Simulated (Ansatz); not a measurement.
System: SnH3, charge 0, doublet. SnH3 (SMILES [SnH3], doublet).
B3LYP-D3(BJ)/def2-TZVP minimum from Ansatz (a program for electronic structure):
```xyz
4

Sn    -0.0223     0.0222    -0.0102
H      0.2617    -1.1367    -1.2542
H     -0.6051    -0.7889     1.3947
H      1.4594     0.8166     0.3703
```
Charge 0, spin multiplicity 2.

Quantity: atomisation energy (electronic, to ground-state atoms), in kcal/mol. UHF or UKS for unpaired electrons; spin-orbit terms are left out. Cores are frozen in correlated methods (noble-gas shells, and filled d and f shells in the p block). Past Kr the def2 sets carry scalar-relativistic core potentials. CBS(X,Y): correlation extrapolated as X^-3, Hartree-Fock from the larger set. A bracket is a step between two methods taken in the basis named. For partners of very few electrons the exact lower level stands in for a higher one. Spin-orbit terms, left out, reach several kcal/mol for Br and I, and more for heavier atoms.

CCSD(T)/CBS(def2-TZVPP,def2-QZVPP) + [CCSDT(Q) - CCSD(T)]/def2-QZVPP + [CCSDTQ - CCSDT(Q)]/def2-SVP (Ansatz) gives 181.6 kcal/mol.

Problem. How far off this value is PBE/def2-TZVPD (Ansatz), in which direction, and how far these levels: r2SCAN/def2-TZVPD, PBE0/def2-TZVPD, wB97M-V/def2-TZVPD, CCSD(T)/CBS(def2-TZVPP,def2-QZVPP)?

Solution. PBE gives 175.1 kcal/mol, 6.5 kcal/mol below it. Differences of the others: r2SCAN/def2-TZVPD (Ansatz) -0.7; PBE0/def2-TZVPD (Ansatz) -6.1; wB97M-V/def2-TZVPD (Ansatz) -0.8; CCSD(T)/CBS(def2-TZVPP,def2-QZVPP) (Ansatz) -0.2 kcal/mol.
